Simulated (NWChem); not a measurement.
C₅H₆; SMILES C#CC(=C)C

```xyz
11

C     -0.0383    -2.2154     0.0000
C      0.0570    -1.0052     0.0000
C      0.1140     0.4269     0.0000
C      1.2960     1.0671     0.0000
C     -1.2080     1.1442     0.0000
H     -0.1092    -3.2874     0.0000
H      2.2398     0.5182     0.0000
H      1.3385     2.1593     0.0000
H     -1.8021     0.8658    -0.8847
H     -1.8021     0.8658     0.8847
H     -1.0669     2.2338     0.0000
```
Atoms are numbered in this order, from 1.

Level: PBE0/def2-SVP (NWChem), optimised geometry, unscaled harmonic frequencies. 

```
frequency (cm⁻¹)  IR intensity (km/mol)
----------------  ---------------------
178                                 0.1
187                                 1.6
276                                 8.7
394                                 0.1
559                                 1.4
571                                 8.8
682                                38.9
702                                36.9
745                                 0.0
796                                 1.1
934                                37.8
969                                 0.2
1016                                4.6
1055                                1.6
1301                               10.2
1388                                7.0
1413                                0.7
1445                                9.4
1460                               14.2
1711                               14.3
2228                                0.8
3058                               12.6
3144                                6.1
3174                                5.2
3175                                3.9
3284                                2.3
3489                               82.4
```

```json
{
 "zero_point_energy": "56.2 kcal/mol",
 "thermal correction to the enthalpy at 298.15 K (with zero-point energy)": "60.4 kcal/mol",
 "heat capacity Cv": "20.3 cal/(mol K)",
 "entropy at 298.15 K and 1 atm (symmetry number 1)": "73.7 cal/(mol K)",
 "dipole_moment": "0.50 D"
}
```

Rigid rotor and harmonic oscillator.
